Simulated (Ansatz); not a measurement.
Sn(N(SiH3)2)2 (Si₄SnN₂H₁₂), relaxed as a singlet with RKS r2SCAN-D4/def2-SVP in Ansatz, starting from the GFN2-xTB geometry. Force threshold 0.02 eV/Å.

In the def2 sets Sn takes a core potential; there is no spin–orbit coupling.

Start:

```xyz
19

Sn    0.017   -2.018    0.056
N    -1.129   -0.573    1.151
Si   -0.556   -0.090    2.711
Si   -2.385    0.325    0.368
H     0.062    1.238    2.710
H     0.454   -1.109    3.094
H    -1.666   -0.110    3.670
H    -3.562    0.348    1.247
H    -2.705   -0.415   -0.871
H    -1.996    1.703    0.060
N     1.126   -0.629   -1.145
Si    2.467    0.205   -0.435
Si    0.470   -0.104   -2.657
H     3.591    0.185   -1.379
H     2.819   -0.564    0.781
H     2.162    1.595   -0.082
H    -0.120    1.236   -2.596
H    -0.575   -1.097   -3.004
H     1.524   -0.125   -3.676
```

(1) Estimate the energy that the relaxation releases and the steps that it takes.

(2) Does the start keep its bonding and symmetry?

(3) Predict the relaxed structure.

Answers

(1) 51.0 kJ/mol, in 30 steps; 2.1 min on 4 threads of Intel Xeon on a shared host. No frequencies were taken in this run, so the end may be a saddle point.

(2) By distances, no bond broke or formed. The bond that changes most is Sn1–N2, from 2.14 to 2.08 Å (atoms count from 1).

(3) 
```
atom   x (Å)   y (Å)   z (Å)
 Sn1   0.982  -1.543   0.500
  N2  -0.585  -0.510   1.404
 Si3  -1.205  -1.070   2.947
 Si4  -1.297   0.908   0.636
  H5  -1.047  -0.045   4.025
  H6  -0.419  -2.286   3.330
  H7  -2.651  -1.443   2.873
  H8  -2.396   1.383   1.537
  H9  -1.898   0.596  -0.694
 H10  -0.320   2.027   0.484
 N11   1.049  -0.210  -1.165
Si12   2.167   1.124  -1.091
Si13   0.217  -0.732  -2.602
 H14   3.376   0.924  -1.955
 H15   2.641   1.227   0.332
 H16   1.542   2.424  -1.486
 H17  -0.696   0.313  -3.159
 H18  -0.605  -1.931  -2.215
 H19   1.144  -1.158  -3.701
```
Bond lengths: 4 × N–Si 1.74 to 1.76 Å; 2 × N–Sn 2.08 to 2.13 Å; 12 × H–Si 1.49 to 1.50 Å.
